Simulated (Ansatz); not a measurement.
BrH₂OSb, SMILES `[OH][SbH][Br]` at its PBE0-D4/def2-TZVP geometry, where that method's forces vanish. The species carries charge 0 and has multiplicity 1. Sb: def2 effective core potential.

| atom | x (Å) | y (Å) | z (Å) |
| --- | --- | --- | --- |
| O1 | 1.099 | -0.326 | 0.594 |
| Sb2 | -0.827 | -0.037 | 0.407 |
| Br3 | -1.002 | -0.032 | -2.106 |
| H4 | 1.317 | -1.262 | 0.610 |
| H5 | -0.586 | 1.656 | 0.494 |

Problem. For each bond, give half the difference of the two atoms' forces along it (eV/Å; positive pushes the atoms apart) under PBE-D4, r2SCAN-D4, B3LYP-D4, ωB97M-V in def2-TZVPP. (Estimate.)

Solution. Computed: 
| bond | length (Å) | PBE-D4 | r2SCAN-D4 | B3LYP-D4 | ωB97M-V |
| --- | --- | --- | --- | --- | --- |
| O1–Sb2 | 1.956 | 0.55 | 0.17 | 0.34 | -0.03 |
| O1–H4 | 0.961 | 0.37 | 0.04 | -0.05 | -0.05 |
| Sb2–Br3 | 2.519 | 0.27 | 0.11 | 0.30 | -0.07 |
| Sb2–H5 | 1.712 | 0.28 | 0.06 | 0.06 | -0.17 |

B3LYP here is the variant with VWN-RPA as its local correlation; programs differ in this.
